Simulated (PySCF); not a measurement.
**Nitrogen: a sound run and one with changed settings**

Sound run: N²⁺ [He] 2s2 2p1, N³⁺ [He] 2s2. All numbers are calculated (PySCF 2.14, the non-relativistic Hamiltonian (point nucleus), in def2-SVP (3s2p1d, 14 functions)). In the sound run the correlated levels freeze 1s2. The sound run starts from symmetry-adapted Hartree-Fock orbitals and uses a fine grid where one is needed.

Changed run: a valence shell is frozen. This setting is unsound on purpose.

Ionisation energy of N²⁺:

```
 method  sound run (eV)  changed run (eV)
    UHF          47.514            47.514
    MP2          47.513            47.514
SCS-MP2          47.457            47.514
   CCSD          47.223            47.514
CCSD(T)          47.240            47.514
  CCSDT             n/a            47.514
    FCI             n/a            47.514
```

Freezing a valence shell removes pair correlation that changes on ionisation.

For comparison, NIST gives 47.445 eV between the lowest levels.
